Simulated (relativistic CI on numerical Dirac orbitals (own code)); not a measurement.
Pd+: 4d valence photoemission

Computed with this model: Dirac-Coulomb-Breit CI, KLI orbitals optimised for each configuration, QED by a radiative potential, valence Slater integrals scaled by 0.8, multiplet model of photoemission in the sudden approximation; configurations [Kr] 4d9 → [Kr] 4d8; 300 K; Lorentzian 0.3 eV and Gaussian 0.5 eV FWHM. Energies are those of the free ion, without screening or charge transfer. The energies are binding energies and can lie tens of eV above those of solids. S is read from ⟨S²⟩ = S(S + 1).

Field parameters in Wybourne normalisation: Oh B⁴₀ = 21Dq, B⁴₄ = √(5/14) B⁴₀. The field is a parameter set, without covalency.

Peaks in eV (height, largest 100): 17.7 (100), 19.6 (72).

Q: Which surroundings give this spectrum?
A. Oh, 10Dq = 9500 cm⁻¹
B. free ion
C. Oh, 10Dq = 21650 cm⁻¹
D. Oh, 10Dq = 27700 cm⁻¹

A: B. free ion, where the ground state has S = 0.50.
